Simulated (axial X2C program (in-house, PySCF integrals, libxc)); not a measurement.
**SnB: bond constants with and without spin–orbit coupling**

All values were computed with an in-house relativistic program for diatomic molecules. Spin-free means the one-electron spin-free X2C Hamiltonian; two-component (2c) means X2C with spin–orbit coupling and atomic mean-field two-electron Coulomb and Gaunt terms, so the difference of the two also holds small scalar two-electron terms. Basis: Sn dyall-cv3z [11s12p9d4f1g], B dyall-v3z [7s6p2d1f] (cores contracted in-house); Gaussian nuclei, density fitting, unrestricted open shells. Masses: Sn 119.902 u, B 11.009 u.

The run was started with this input:
```json
{
 "zs": [
  50,
  5
 ],
 "q": 0,
 "bas": [
  "dyall-cv3z",
  "dyall-v3z"
 ],
 "levels": [
  "PBE0",
  "HF",
  "B3LYP"
 ],
 "cc": true,
 "r0": 2.25,
 "thr": -1.0,
 "nmax": 90,
 "npts": 10,
 "nst": 2,
 "ntry": 6
}
```
```bash
python so2c.py task.json out
```

Keys: zs atomic numbers; q charge; bas basis sets; levels methods; cc coupled cluster on or off; r0 starting distance in Å; thr threshold in hartree for freezing inner shells (an s shell follows its p shell); nmax most natural virtual spinors; npts points on the curve; nst determinants followed; ntry starts of the search. HF also brings MP2.

State, spin-free: M_S = 3/2, Λ = 0 (beyond evenly filled blocks: σα, π+α, π-α); electrons by block: σα: 13, σβ: 12, π+α: 6, π+β: 5, π-α: 6, π-β: 5, δ+α: 2, δ+β: 2, δ-α: 2, δ-β: 2. Fragments: Sn + B.

State, 2c: Ω = 3/2 (⟨Sz⟩ = 1.49, ⟨Lz⟩ = 0.01 at PBE0); electrons by block: 1/2: 18, -1/2: 18, 3/2: 8, -3/2: 7, 5/2: 2, -5/2: 2. Fragments: Sn + B.

| Hamiltonian | level | Re (Å) | ωe (cm⁻¹) | ωexe (cm⁻¹) | αe (cm⁻¹) | De (eV) | D0 (eV) | μ (D) |
| --- | --- | --- | --- | --- | --- | --- | --- | --- |
| spin-free | PBE0 | 2.175 | 559.7 | 3.62 | 0.00293 | 2.77 | 2.74 | -1.42 |
| spin-free | HF | 2.150 | 577.8 | 8.25 | 0.00431 | 1.49 | 1.46 | -0.85 |
| spin-free | CCSD | 2.203 | 535.8 | 3.02 | 0.00293 | 2.22 | 2.18 | n/a |
| spin-free | CCSD(T) | 2.214 | 533.4 | 2.67 | 0.00264 | 2.39 | 2.36 | n/a |
| spin-free | B3LYP | 2.196 | 534.7 | 3.57 | 0.00299 | 2.55 | 2.51 | -1.48 |
| 2c | PBE0 | 2.175 | 556.3 | 3.67 | 0.00295 | n/a | n/a | -1.43 |

Correlated methods: 7 electrons correlated (number of frozen shells: Sn 4 s, 3 p, 2 d; B 1 s), 237 virtual spin orbitals or spinors in MP2, 89 natural virtuals in coupled cluster.

Dipoles are positive if B is the positive end.

The state is one determinant whose occupation by symmetry is held fixed; it was picked as the lowest of a PBE0 search that is not exhaustive. Dissociation energies refer to the lowest single-determinant-based atoms at the same level and basis. De is not given where an atomic determinant may have missed its ground term or J level, or where the truncated virtual space spoils (T). Density functionals use the spin component along the axis (collinear). CCSD and (T) use frozen natural virtuals with an MP2 correction for the truncation; (T) itself is uncorrected, so its De runs slightly low. PBE0 can misorder states that lie within some tenths of an eV, so this need not be the ground state of the molecule. The nearest other spin-free determinant of the search, M_S = 1/2, Λ = 0, lies 0.32 eV up at the distance of the search. Without a current term, density functionals place determinants with orbital angular momentum somewhat too high. With several unpaired electrons one determinant need not be a pure state. This is the top spin component of a Σ state; components of lower Ω are not single determinants and can lie lower. With the outer-core shells frozen, correlated bond lengths of heavy atoms tend to come out a few hundredths of an ångström too long.

No reliable constants came from B3LYP (2c), CCSD (2c), CCSD(T) (2c), HF (2c), MP2 (2c), MP2 (spin-free): no minimum in range, unconverged points, a curve that is not smooth, a change of character along it, or the two Hamiltonians disagreeing along it.

Rough cost a point (2c) on 1 thread(s) of a shared host, integrals apart: PBE0 1 s.

The whole task took 120 s on 1 thread of Arm Neoverse V2, with other jobs on the host.
